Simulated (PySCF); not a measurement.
Spin-rotation constants: `S=C1C=C[C@@H]1CCCl`, C₆H₇ClS

Molfile (atoms numbered from 1):
```
C6H7ClS
     RDKit          3D

 15 15  0  0  0  0  0  0  0  0999 V2000
   -0.9409    2.2199   -1.2409 S   0  0  0  0  0  0  0  0  0  0  0  0
   -1.1585    0.6878   -0.7890 C   0  0  0  0  0  0  0  0  0  0  0  0
   -2.2928   -0.1713   -0.5122 C   0  0  0  0  0  0  0  0  0  0  0  0
   -1.5102   -1.1940   -0.1177 C   0  0  0  0  0  0  0  0  0  0  0  0
   -0.2132   -0.4541   -0.3813 C   0  0  2  0  0  0  0  0  0  0  0  0
    0.6907   -0.1781    0.8145 C   0  0  0  0  0  0  0  0  0  0  0  0
    1.8917    0.6667    0.4198 C   0  0  0  0  0  0  0  0  0  0  0  0
    2.9852   -0.2561   -0.6503 Cl  0  0  0  0  0  0  0  0  0  0  0  0
   -3.3522   -0.0193   -0.5997 H   0  0  0  0  0  0  0  0  0  0  0  0
   -1.6986   -2.1810    0.2615 H   0  0  0  0  0  0  0  0  0  0  0  0
    0.3775   -0.8539   -1.2081 H   0  0  0  0  0  0  0  0  0  0  0  0
    0.1273    0.3595    1.5817 H   0  0  0  0  0  0  0  0  0  0  0  0
    1.0292   -1.1258    1.2392 H   0  0  0  0  0  0  0  0  0  0  0  0
    2.4773    0.9535    1.2926 H   0  0  0  0  0  0  0  0  0  0  0  0
    1.5829    1.5540   -0.1321 H   0  0  0  0  0  0  0  0  0  0  0  0
  1  2  2  0
  2  3  1  0
  3  4  2  0
  4  5  1  0
  5  6  1  0
  6  7  1  0
  7  8  1  0
  5  2  1  0
  3  9  1  0
  4 10  1  0
  5 11  1  6
  6 12  1  0
  6 13  1  0
  7 14  1  0
  7 15  1  0
M  END
```

Theory: GIAO wB97X-D/pcSseg-1 magnetisability, rotational g tensor and spin-rotation constants, non-relativistic, gas phase in PySCF. Geometry: GFN2-xTB.

**Question.** Give the nuclear spin-rotation constants along the inertial axes (H = +C I·J) beside the isotropic shieldings.

**Answer.** Rotational constants 2.2384, 0.8909, 0.7093 GHz. A star marks the isotopologue with that one atom substituted, in its own axes.
| atom | isotope | Caa (kHz) | Cbb (kHz) | Ccc (kHz) | mean (kHz) | σ (ppm) |
| --- | --- | --- | --- | --- | --- | --- |
| Cl8 | 35Cl | 0.326 | 0.149 | 0.113 | 0.196 | 880.0 |
| H9 | 1H | 0.244 | -0.093 | -0.087 | 0.021 | 25.3 |
| H10 | 1H | -0.253 | 0.145 | -0.087 | -0.065 | 22.6 |
| H11 | 1H | -0.115 | -0.105 | 0.006 | -0.071 | 28.0 |
| H12 | 1H | -0.172 | -0.112 | 0.001 | -0.094 | 30.3 |
| H13 | 1H | -0.151 | -0.007 | -0.084 | -0.081 | 29.9 |
| H14 | 1H | -0.127 | -0.090 | -0.005 | -0.074 | 28.2 |
| H15 | 1H | -0.130 | 0.007 | -0.068 | -0.064 | 27.2 |
| S1 | 33S* | 1.256 | 1.087 | 0.117 | 0.820 | -346.7 |
| C2 | 13C* | 1.632 | 0.555 | 0.127 | 0.771 | -73.6 |
| C3 | 13C* | 0.956 | 0.397 | 0.121 | 0.491 | 32.6 |
| C4 | 13C* | 0.928 | 0.541 | 0.103 | 0.524 | 4.8 |
| C5 | 13C* | 0.497 | 0.160 | 0.138 | 0.265 | 131.3 |
| C6 | 13C* | 0.368 | 0.161 | 0.129 | 0.219 | 146.4 |
| C7 | 13C* | 0.428 | 0.174 | 0.125 | 0.242 | 137.9 |

For the geometry as given, no vibrational averaging.

**Question.** How do the rotational constants and the g tensor change when H9, H10, H11, H12, H13, H14, H15 are replaced by deuterium?

**Answer.** Constants 2.0063, 0.8445, 0.6734 GHz; g -0.0267, -0.0205, -0.0058, against -0.0292, -0.0217, -0.0061 before.
